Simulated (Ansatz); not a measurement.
Ansatz (a quantum-chemistry and plane-wave program) input (PBE/def2-TZVP):

Ansatz 0.2 input:
```yaml
crystal:
  periodic: [false, false, false]
  atoms:
    - {symbol: Si, position_ang: [-0.07963591, -0.12208754, 0.36432648]}
    - {symbol: O, position_ang: [1.34571780, -0.55284788, 0.02732197]}
    - {symbol: F, position_ang: [-1.07231551, 0.68133429, -0.59101628]}
basis:
  gaussian:
    orbitals: def2-TZVP
hamiltonian:
  xc: {name: PBE}
magnetization: {spin_polarized: true, initial_magnetization: 1}
relax: {f_tol: 0.003, max_steps: 100}
```

End of the output:

```
reference -12635.89331175 eV, -464.3605142909 hartree; 16, 15 occupied and 83, 84 virtual orbitals, 559 factors
relax step   4: F+E_penalty+E_count = -12635.89328245 eV  Δ(F+E_penalty+E_count) = -4.336e-5 eV  max|allowed force component| = 1.808e-2 eV/Å  Δτ_max = 0.0026 Å  (29 SCF iters, accepted)
these checks for a lower state are left out or cut short: starts, cluster_reference, orbital_swaps, neighbouring_geometries, increment
integrals: 0.02 GiB planned
559 factors; their error is unknown
mean field: 0.25 GiB planned
mean field -12635.89329722 eV, -464.3605137566 hartree, gradient 2.8e-5 eV, S^2 0.753655; 0 other end points of the search recorded, 0 dependent functions left out
the calculation of the forces begins
reference -12635.89332653 eV, -464.3605148338 hartree; 16, 15 occupied and 83, 84 virtual orbitals, 559 factors
relax step   5: F+E_penalty+E_count = -12635.89329722 eV  Δ(F+E_penalty+E_count) = -1.477e-5 eV  max|allowed force component| = 3.312e-3 eV/Å  Δτ_max = 0.0008 Å  (24 SCF iters, accepted)
these checks for a lower state are left out or cut short: starts, cluster_reference, orbital_swaps, neighbouring_geometries, increment
integrals: 0.02 GiB planned
559 factors; their error is unknown
mean field: 0.25 GiB planned
mean field -12635.89329733 eV, -464.3605137607 hartree, gradient 8.8e-6 eV, S^2 0.753656; 0 other end points of the search recorded, 0 dependent functions left out
the calculation of the forces begins
reference -12635.89332664 eV, -464.3605148378 hartree; 16, 15 occupied and 83, 84 virtual orbitals, 559 factors
relax step   6: F+E_penalty+E_count = -12635.89329733 eV  Δ(F+E_penalty+E_count) = -1.098e-7 eV  max|allowed force component| = 9.926e-6 eV/Å  Δτ_max = 0.0000 Å  (22 SCF iters, accepted)
integrals: 0.02 GiB planned
559 factors; their error is unknown
mean field: 0.25 GiB planned
mean field evaluation 64: about -12635.8933 eV, gradient 1.6e-2 eV
mean field -12635.89329733 eV, -464.3605137607 hartree, gradient 8.6e-6 eV, S^2 0.753656; 1 other end points of the search recorded, 0 dependent functions left out
the calculation of the forces begins
reference -12635.89332664 eV, -464.3605148378 hartree; 16, 15 occupied and 83, 84 virtual orbitals, 559 factors
Total energy: -12635.89332664 eV, -464.3605148378 hartree
Atom 0 at    -0.077856    -0.121677     0.361663 Å, force     0.000010    -0.000003    -0.000002 eV/Å
Atom 1 at     1.361211    -0.561517     0.033083 Å, force    -0.000006     0.000001     0.000004 eV/Å
Atom 2 at    -1.089589     0.689592    -0.594114 Å, force    -0.000004     0.000002    -0.000001 eV/Å
Dipole moment:    -0.439374     0.083998     0.219212 e Å
```

It need not be the lowest isomer of its formula.
